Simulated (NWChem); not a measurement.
Molecule: BeNH$_{3}$S; SMILES [NH2][Be][SH]

```xyz
6

Be     0.0289    -0.5955     0.0000
N      0.0178    -2.0918     0.0000
H      0.0153    -2.6803    -0.8267
H      0.0153    -2.6803     0.8267
S      0.0634     1.3109     0.0000
H     -1.2859     1.4108     0.0000
```
Atoms are numbered in this order, from 1.

All runs: NWChem. All runs use the structure optimised with PBE0/def2-SVP. Ions are spin-unrestricted doublets at the neutral geometry; other ion states weren't tried.

For level B3LYP/def2-SVP:

- −ε(HOMO) (eV) = 6.98

Problem. How do the values read with level PBE/def2-SVP instead?

Solution. The −ε(HOMO) (eV) is 6.01.
